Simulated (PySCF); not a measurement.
C2H6Se2, quintet, geometry from GFN2-xTB of the parent state (a higher spin typed on purpose: for a closed-shell molecule this is an excited state); DF-R2SCAN/cc-pVDZ in PySCF.

PySCF was given this input:
```python
from pyscf import gto, scf, dft

mol = gto.Mole()
mol.atom = '''
    C     1.968559   -1.176134    0.159054
    Se    0.979498    0.507549    0.433550
    Se   -0.959918    0.039424   -0.694255
    C    -2.037413   -0.747376    0.757753
    H     2.964965   -1.030416    0.564544
    H     2.022396   -1.386605   -0.905073
    H     1.466846   -1.984399    0.683848
    H    -3.034512   -0.912441    0.361485
    H    -2.073845   -0.050680    1.590130
    H    -1.598429   -1.691481    1.068196
'''
mol.basis = 'cc-pvdz'
mol.charge = 0
mol.spin = 4
mol.verbose = 4
mol.build()

mf = dft.UKS(mol)
mf.xc = 'r2scan'
mf = mf.density_fit(auxbasis='def2-universal-jkfit')
mf.kernel()
mf.analyze()
```

Output, abridged:

```
PySCF version 2.14.0

[INPUT] verbose = 4
[INPUT] num. atoms = 10
[INPUT] num. electrons = 86
[INPUT] charge = 0
[INPUT] spin (= nelec alpha-beta = 2S) = 4
[INPUT] symmetry False subgroup None
[INPUT] Mole.unit = angstrom
[INPUT] Symbol           X                Y                Z      unit          X                Y                Z       unit  Magmom
[...]
nuclear repulsion = 543.933735878586
number of shells = 40
number of NR pGTOs = 248
number of NR cGTOs = 112
basis = cc-pvdz
ecp = {}

******** <class 'pyscf.df.df_jk.DFUKS'> ********
method = DFUKS
initial guess = minao
damping factor = 0
level_shift factor = 0
DIIS = <class 'pyscf.scf.diis.CDIIS'>
diis_start_cycle = 1
diis_space = 8
diis_damp = 0
SCF conv_tol = 1e-09
SCF conv_tol_grad = None
SCF max_cycles = 50
direct_scf = False
number electrons alpha = 45  beta = 41
XC library pyscf.dft.libxc version 7.1.2
    S. Lehtola, C. Steigemann, M. J. T. Oliveira, and M. A. L. Marques,  SoftwareX 7, 1–5 (2018)
XC functionals = r2scan
    J. W. Furness, A. D. Kaplan, J. Ning, J. P. Perdew, and J. Sun,  J. Phys. Chem. Lett. 11, 8208–8215 (2020)
    J. W. Furness, A. D. Kaplan, J. Ning, J. P. Perdew, and J. Sun,  J. Phys. Chem. Lett. 11, 9248–9248 (2020)
    J. W. Furness, A. D. Kaplan, J. Ning, J. P. Perdew, and J. Sun,  J. Phys. Chem. Lett. 11, 8208–8215 (2020)
    J. W. Furness, A. D. Kaplan, J. Ning, J. P. Perdew, and J. Sun,  J. Phys. Chem. Lett. 11, 9248–9248 (2020)
radial grids:
    Treutler-Ahlrichs [JCP 102, 346 (1995); DOI:10.1063/1.469408] (M4) radial grids

becke partition: Becke, JCP 88, 2547 (1988); DOI:10.1063/1.454033
pruning grids: <function nwchem_prune>
grids dens level: 3
symmetrized grids: False
atomic radii adjust function: <function treutler_atomic_radii_adjust>
small_rho_cutoff = 0
Set gradient conv threshold to 3.16228e-05
tot grids = 127936
init E= -4881.18938762567

cycle= 1 E= -4882.46948270791  delta_E= -1.28  |g|= 0.287  |ddm|= 3.59

cycle= 2 E= -4882.41542580137  delta_E= 0.0541  |g|= 0.414  |ddm|= 1.28

cycle= 3 E= -4882.51506019317  delta_E= -0.0996  |g|= 0.0472  |ddm|= 0.709

cycle= 4 E= -4882.51634934028  delta_E= -0.00129  |g|= 0.0227  |ddm|= 0.231

cycle= 5 E= -4882.50298298395  delta_E= 0.0134  |g|= 0.12  |ddm|= 1.47

cycle= 6 E= -4882.51676307049  delta_E= -0.0138  |g|= 0.00493  |ddm|= 1.35

cycle= 7 E= -4882.51678276433  delta_E= -1.97e-05  |g|= 0.000967  |ddm|= 0.0394

cycle= 8 E= -4882.51678337943  delta_E= -6.15e-07  |g|= 0.000499  |ddm|= 0.00445

cycle= 9 E= -4882.51678358752  delta_E= -2.08e-07  |g|= 0.0002  |ddm|= 0.00533

cycle= 10 E= -4882.51678362612  delta_E= -3.86e-08  |g|= 6.41e-05  |ddm|= 0.00135

cycle= 11 E= -4882.51678362213  delta_E= 4e-09  |g|= 8.85e-05  |ddm|= 0.000774

cycle= 12 E= -4882.51678362936  delta_E= -7.24e-09  |g|= 2.12e-05  |ddm|= 0.000715

cycle= 13 E= -4882.51678362959  delta_E= -2.27e-10  |g|= 1.34e-05  |ddm|= 3.12e-05

Extra cycle  E= -4882.51678360814  delta_E= 2.15e-08  |g|= 0.000152  |ddm|= 0.00168
SCF not converged.
SCF energy = -4882.51678360814 after 50 cycles  <S^2> = 6.0065887  2S+1 = 5.0026348
**** SCF Summaries ****
Total Energy =                       -4882.516783608136393
Nuclear Repulsion Energy =             543.933735878586049
One-electron Energy =                -7876.488189600489932
Two-electron Energy =                 2450.037670113767490
Two-electron Coulomb Energy =         2637.383391283788569
DFT Exchange-Correlation Energy =     -187.345721170021022
**** MO energy ****
                             alpha | beta                alpha | beta
[...]
To work with the spin densities directly, `use mulliken_meta_spin()` only printing them here.

 ** Mulliken spin pop alpha/beta on meta-lowdin orthogonal AOs **
 ** Mulliken Spin Density (per AO)  **
spin_pop of  0 C 1s       -0.00000
spin_pop of  0 C 2s        0.07953
spin_pop of  0 C 3s        0.00371
spin_pop of  0 C 2px       0.06550
spin_pop of  0 C 2py       0.13780
spin_pop of  0 C 2pz       0.00800
spin_pop of  0 C 3px       0.00478
spin_pop of  0 C 3py       0.00723
spin_pop of  0 C 3pz       0.00048
spin_pop of  0 C 3dxy      0.00041
spin_pop of  0 C 3dyz      0.00028
spin_pop of  0 C 3dz^2     0.00004
spin_pop of  0 C 3dxz      0.00009
spin_pop of  0 C 3dx2-y2    0.00006
spin_pop of  1 Se 1s        0.00000
spin_pop of  1 Se 2s        0.00000
spin_pop of  1 Se 3s        0.00001
spin_pop of  1 Se 4s        0.07484
spin_pop of  1 Se 5s        0.00313
spin_pop of  1 Se 2px       0.00000
spin_pop of  1 Se 2py       0.00000
spin_pop of  1 Se 2pz       0.00000
spin_pop of  1 Se 3px       0.00002
spin_pop of  1 Se 3py       0.00001
spin_pop of  1 Se 3pz       0.00003
spin_pop of  1 Se 4px       0.45083
spin_pop of  1 Se 4py       0.29274
spin_pop of  1 Se 4pz       0.77581
spin_pop of  1 Se 5px       0.00775
spin_pop of  1 Se 5py       0.00976
spin_pop of  1 Se 5pz       0.00197
spin_pop of  1 Se 3dxy     -0.00003
spin_pop of  1 Se 3dyz     -0.00007
spin_pop of  1 Se 3dz^2    -0.00007
spin_pop of  1 Se 3dxz     -0.00007
spin_pop of  1 Se 3dx2-y2   -0.00004
spin_pop of  1 Se 4dxy      0.00607
spin_pop of  1 Se 4dyz      0.00265
spin_pop of  1 Se 4dz^2     0.01558
spin_pop of  1 Se 4dxz      0.00211
spin_pop of  1 Se 4dx2-y2    0.00100
spin_pop of  2 Se 1s        0.00000
spin_pop of  2 Se 2s        0.00000
spin_pop of  2 Se 3s        0.00001
spin_pop of  2 Se 4s        0.07487
spin_pop of  2 Se 5s        0.00313
spin_pop of  2 Se 2px       0.00000
spin_pop of  2 Se 2py       0.00000
spin_pop of  2 Se 2pz       0.00000
spin_pop of  2 Se 3px       0.00002
spin_pop of  2 Se 3py       0.00003
spin_pop of  2 Se 3pz       0.00001
spin_pop of  2 Se 4px       0.43158
spin_pop of  2 Se 4py       0.80712
spin_pop of  2 Se 4pz       0.28098
spin_pop of  2 Se 5px       0.00824
spin_pop of  2 Se 5py       0.00261
spin_pop of  2 Se 5pz       0.00864
spin_pop of  2 Se 3dxy     -0.00008
spin_pop of  2 Se 3dyz     -0.00006
spin_pop of  2 Se 3dz^2    -0.00005
spin_pop of  2 Se 3dxz     -0.00003
spin_pop of  2 Se 3dx2-y2   -0.00007
spin_pop of  2 Se 4dxy      0.00244
spin_pop of  2 Se 4dyz      0.00939
spin_pop of  2 Se 4dz^2     0.00146
spin_pop of  2 Se 4dxz      0.00567
spin_pop of  2 Se 4dx2-y2    0.00847
spin_pop of  3 C 1s       -0.00000
spin_pop of  3 C 2s        0.07964
spin_pop of  3 C 3s        0.00372
spin_pop of  3 C 2px       0.07529
spin_pop of  3 C 2py       0.05236
spin_pop of  3 C 2pz       0.08395
spin_pop of  3 C 3px       0.00546
spin_pop of  3 C 3py       0.00335
spin_pop of  3 C 3pz       0.00370
spin_pop of  3 C 3dxy      0.00013
spin_pop of  3 C 3dyz      0.00006
spin_pop of  3 C 3dz^2     0.00031
spin_pop of  3 C 3dxz      0.00034
spin_pop of  3 C 3dx2-y2    0.00005
spin_pop of  4 H 1s       -0.00024
spin_pop of  4 H 2s        0.00122
spin_pop of  4 H 2px       0.00009
spin_pop of  4 H 2py       0.00064
spin_pop of  4 H 2pz       0.00002
spin_pop of  5 H 1s        0.02586
spin_pop of  5 H 2s        0.00464
spin_pop of  5 H 2px       0.00014
spin_pop of  5 H 2py       0.00024
spin_pop of  5 H 2pz      -0.00001
spin_pop of  6 H 1s        0.01342
spin_pop of  6 H 2s        0.00119
spin_pop of  6 H 2px       0.00025
spin_pop of  6 H 2py       0.00020
spin_pop of  6 H 2pz       0.00001
spin_pop of  7 H 1s       -0.00024
spin_pop of  7 H 2s        0.00122
spin_pop of  7 H 2px       0.00012
spin_pop of  7 H 2py       0.00015
spin_pop of  7 H 2pz       0.00048
spin_pop of  8 H 1s        0.02586
spin_pop of  8 H 2s        0.00464
spin_pop of  8 H 2px       0.00016
spin_pop of  8 H 2py       0.00009
spin_pop of  8 H 2pz       0.00012
spin_pop of  9 H 1s        0.01343
spin_pop of  9 H 2s        0.00119
spin_pop of  9 H 2px       0.00027
spin_pop of  9 H 2py       0.00008
spin_pop of  9 H 2pz       0.00011
 ** Mulliken Spin Density (per atom)  **
spin density of  0 C =      0.30792
spin density of  1 Se =      1.64402
spin density of  2 Se =      1.64439
spin density of  3 C =      0.30834
spin density of  4 H =      0.00173
spin density of  5 H =      0.03086
spin density of  6 H =      0.01507
spin density of  7 H =      0.00173
spin density of  8 H =      0.03086
spin density of  9 H =      0.01508
 ** Mulliken pop alpha/beta on meta-lowdin orthogonal AOs **
 ** Mulliken pop       alpha | beta **
In total            45.00000 | 41.00000
 ** Mulliken atomic charges   ( Nelec_alpha | Nelec_beta ) **
charge of  0C =     -0.49313  (     3.40052      3.09261 )
charge of  1Se =      0.13773  (    17.75314     16.10912 )
charge of  2Se =      0.13736  (    17.75352     16.10912 )
charge of  3C =     -0.49354  (     3.40094      3.09260 )
charge of  4H =      0.12583  (     0.43795      0.43622 )
charge of  5H =      0.10988  (     0.46049      0.42963 )
charge of  6H =      0.12008  (     0.44749      0.43242 )
charge of  7H =      0.12582  (     0.43796      0.43623 )
charge of  8H =      0.10988  (     0.46049      0.42963 )
charge of  9H =      0.12008  (     0.44750      0.43242 )
Dipole moment(X, Y, Z, Debye): -0.03398, -1.09200,  0.52163
```

Convergence was not reached.
